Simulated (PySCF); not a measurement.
**Ionisation energy of V⁺ by level of theory**

V⁺ [Ar] 3d4 (5D) → V²⁺ [Ar] 3d3 (4F), as a difference of total energies. Calculation: PySCF 2.14, in x2c-SVPall (5s3p3d1f, 36 functions); scalar relativity by spin-free X2C-1e. Correlated levels: valence: [Ar] frozen. The calculations carry no spin-orbit coupling.

```json
{"method": "UHF", "ionisation energy (eV)": "13.134"}
{"method": "MN15", "ionisation energy (eV)": "15.184"}
{"method": "MP2 (valence)", "ionisation energy (eV)": "13.744"}
{"method": "SCS-MP2 (valence)", "ionisation energy (eV)": "13.337"}
```

Task: How much does correlation contribute at MP2 (valence)?

Result: 13.744 − (13.134) = 0.610 eV, measured against UHF.

The reference lies between the lowest fine-structure levels, while these numbers refer to the centres of the terms.

Errors of the correlated levels include the incompleteness of this basis and the frozen core.

For comparison: 14.634 ± 0.007 eV (measured; NIST Atomic Spectra Database, ionization energies).
